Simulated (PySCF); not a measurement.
Compounds:

A. SMILES C#Cc1cc([SiH2]O)co1
B. `CN(C)[SiH2]CC(F)=C(F)F`
C. `Cl/C(=C\OC=C)C(=C)[SiH2]C`

Spectrum 1. $^{13}$C{$^{1}$H} NMR (computed): δ 156.8 (CH), 152.7 (C), 145.0 (CH), 127.4 (C), 126.3 (CH2), 99.0 (CH2), -1.9 (CH3).

Spectrum 2. $^{13}$C{$^{1}$H} NMR (computed): δ 167.2 (C), 137.1 (C), 41.1 (CH3), 15.5 (CH2).

Spectrum 3. $^{13}$C{$^{1}$H} NMR (computed): δ 155.9 (CH), 143.2 (C), 129.3 (CH), 119.9 (C), 92.6 (CH), 78.6 (C).

- PBE0/pcSseg-1 with gauge-including orbitals
- coordinates at the GFN2-xTB level
- program: PySCF 2.14
- fast rotation and ring inversion assumed for equivalent nuclei, no solvent model, relativity neglected, single conformer

References, each an isolated molecule treated in the same way: $^{13}$C vs TMS. Splittings of carbon signals by F and P are missing where no couplings were computed. Shifts are as computed. Against solution values, carbons near 30 ppm lie about +3 ppm off and those near 130 ppm about +5 ppm; carbons on Cl a further +6 ppm. Of 1309 compounds with measured shifts, 239 miss one by over three times the rms of a fit or turn the order of signals round; such compounds aren't used in these exercises. Carbons bonded to Cl come out too deshielded.

Question: Which spectrum belongs to which compound?

Answer: 1–C, 2–B, 3–A.

- Spectrum 1 (C): 7 $^{13}$C signals; δC 156.8 is an alkene carbon bearing oxygen; δC 152.7 is a fully substituted alkene carbon.
- Spectrum 2 (B): 4 $^{13}$C signals; δC 137.1 is a fully substituted alkene carbon; δC 41.1 is a methyl carbon bonded to N.
- Spectrum 3 (A): 6 $^{13}$C signals; δC 129.3 is an aromatic CH; δC 92.6 is a terminal alkyne carbon.
